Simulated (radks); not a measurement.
The copper ion Cu2+ inside a hard spherical wall (all orbitals vanish at R), configuration held at [Ar] 3d9 and not refilled when levels cross. Calculated with a radial shooting solver on a logarithmic mesh with Libxc functionals: non-relativistic Kohn-Sham, r2SCAN, spin-polarised, spherical densities, point nucleus; open shells are filled with parallel spins first; meta-GGA in the generalised Kohn-Sham scheme. Eigenvalues in eV for spin up, with the zero of energy where the potential of the charges vanishes at infinity; a dash marks a level that is unbound or too diffuse for the functional's potential to be trusted. A positive occupied level is held by the wall or, in an anion where self-interaction has pushed it up, behind a barrier. The pressure on the wall is -dE/dV.

R (bohr)  E (hartree)  kinetic (hartree)    e(2p)    e(3s)    e(3p)    e(3d)  e(4s, empty)  e(4p, empty)  pressure (GPa)
free      -1639.44233           1638.300  -944.80  -141.14  -99.651  -30.625       -21.234       -14.392               0
20        -1639.44233           1638.300  -944.80  -141.14  -99.651  -30.625       -21.234       -14.392        < 0.0001
15        -1639.44233           1638.300  -944.80  -141.14  -99.651  -30.625       -21.234       -14.392        < 0.0001
10        -1639.44233           1638.300  -944.80  -141.14  -99.651  -30.625       -21.234       -14.391        < 0.0001
7         -1639.44233           1638.300  -944.80  -141.14  -99.651  -30.625       -21.227       -14.334        0.000499
6         -1639.44228           1638.301  -944.80  -141.13  -99.647  -30.621       -21.185       -14.152         0.00917
5         -1639.44162           1638.308  -944.75  -141.09  -99.608  -30.583       -20.927       -13.453           0.169
3.5       -1639.41223           1638.528  -943.64  -140.16  -98.696  -29.671       -17.121        -7.241            14.2
3         -1639.33816           1638.974  -941.74  -138.65  -97.224  -28.128       -11.567         0.237            67.8
2         -1637.92262           1645.857  -923.14  -125.66  -84.168  -13.075        40.760        60.203            2660
1.5       -1631.65949           1672.104  -878.57  -95.733  -52.532   23.445        167.99        190.65           28800
